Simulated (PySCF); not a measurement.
C2H6FInO, SMILES [CH2]([In]([F])[OH])C. Geometry optimised at PBE-D3(BJ)/def2-SVP. The structure was generated by enumeration; whether it is a known compound was not checked. The def2 effective core potentials stand for the cores of In; spin–orbit coupling is left out. The values are those of a single conformer.

Q: Give the equilibrium geometry at PBE-D3(BJ)/def2-SVP (PySCF confirms it by a frequency run) as bond lengths and angles. (The exact figures need the calculation; the answer reports its results.)

A: One answer among several that fit: 
Atoms: In1 F2 C3 C4 H5 H6 H7 H8 H9 O10 H11. Bonds (Å): In1–F2 1.986, In1–C3 2.181, In1–O10 2.023, C3–C4 1.526, C3–H5 1.109, C3–H6 1.109, C4–H7 1.109, C4–H8 1.109, C4–H9 1.112, O10–H11 0.977. Angles (°): F2–In1–C3 118.6, F2–In1–O10 106.2, C3–In1–O10 135.2, In1–C3–C4 115.4, In1–C3–H5 104.2, In1–C3–H6 104.2, C4–C3–H5 112.6, C4–C3–H6 112.6, H5–C3–H6 107.1, C3–C4–H7 112.3, C3–C4–H8 112.3, C3–C4–H9 110.8, H7–C4–H8 107.4, H7–C4–H9 106.8, H8–C4–H9 106.8, In1–O10–H11 109.5.
